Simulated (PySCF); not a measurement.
First SCF of a structure search on triplet Ru₂H₆, at a hand-made ethane-like geometry. PySCF input:

```python
from pyscf import gto, scf, dft
mol = gto.M(atom='''
Ru     0.000000     0.000000     1.250000
Ru     0.000000     0.000000    -1.250000
H      1.475800     0.000000     1.783800
H     -0.737900     1.278100     1.783800
H     -0.737900    -1.278100     1.783800
H      0.737900     1.278100    -1.783800
H     -1.475800     0.000000    -1.783800
H      0.737900    -1.278100    -1.783800''',
    basis={'Ru': 'def2-TZVP', 'H': 'def2-TZVP'},
    ecp={'Ru': 'def2-TZVP'},
    charge=0, spin=2)
mf = dft.UKS(mol, xc='PBE0')
mf.grids.atom_grid = (50, 194)
aux = {'Ru': 'def2-universal-JKFIT', 'H': 'def2-universal-JKFIT'}
mf = mf.density_fit(auxbasis=aux)
mf.conv_tol = 1e-08
mf.diis_space = 10
mf.max_cycle = 60
mf.init_guess = 'minao'
mf.verbose = 4
mf.kernel()
```

Excerpt of the output (cycles alone):

```
init E= -177.1012559989
cycle= 1 E= -190.835458696208  delta_E= -13.7  |g|= 2.27  |ddm|= 4.09
cycle= 2 E= -171.550163508735  delta_E= 19.3  |g|= 4.72  |ddm|= 48.5
cycle= 3 E= -192.847078383111  delta_E= -21.3  |g|= 0.766  |ddm|= 48.5
cycle= 4 E= -193.176033357807  delta_E= -0.329  |g|= 0.291  |ddm|= 1.03
cycle= 5 E= -193.204134301187  delta_E= -0.0281  |g|= 0.115  |ddm|= 0.321
cycle= 6 E= -193.209188827236  delta_E= -0.00505  |g|= 0.0208  |ddm|= 0.0856
cycle= 7 E= -193.209889405117  delta_E= -0.000701  |g|= 0.0138  |ddm|= 0.0396
cycle= 8 E= -193.210311997432  delta_E= -0.000423  |g|= 0.00237  |ddm|= 0.0461
cycle= 9 E= -193.210343280352  delta_E= -3.13e-05  |g|= 0.00117  |ddm|= 0.0117
cycle= 10 E= -193.210351172581  delta_E= -7.89e-06  |g|= 0.000696  |ddm|= 0.00556
cycle= 11 E= -193.210354410595  delta_E= -3.24e-06  |g|= 0.000465  |ddm|= 0.00349
cycle= 12 E= -193.21035649397  delta_E= -2.08e-06  |g|= 0.000288  |ddm|= 0.00332
cycle= 13 E= -193.210357866325  delta_E= -1.37e-06  |g|= 0.000122  |ddm|= 0.00411
cycle= 14 E= -193.210357955948  delta_E= -8.96e-08  |g|= 0.000359  |ddm|= 0.00113
cycle= 15 E= -193.210358032692  delta_E= -7.67e-08  |g|= 6.36e-05  |ddm|= 0.00046
cycle= 16 E= -193.210358055956  delta_E= -2.33e-08  |g|= 1.38e-05  |ddm|= 0.000548
cycle= 17 E= -193.210358057272  delta_E= -1.32e-09  |g|= 7.82e-06  |ddm|= 8.9e-05
Extra cycle  E= -193.210358057677  delta_E= -4.05e-10  |g|= 9.8e-06  |ddm|= 3.99e-05
converged SCF energy = -193.210358057677  <S^2> = 2.1354808  2S+1 = 3.0890003
```

No lower solution of this spin was found from smeared starts or by a stability analysis within the unrestricted form.

Other spin states or occupations of the open shell can lie lower.

The search for the lowest solution, 3 starts and the stability check together, took 24 s on 4 threads of a shared Arm Neoverse V1 host, with 116 basis functions; the process peaked at 0.85 GiB.
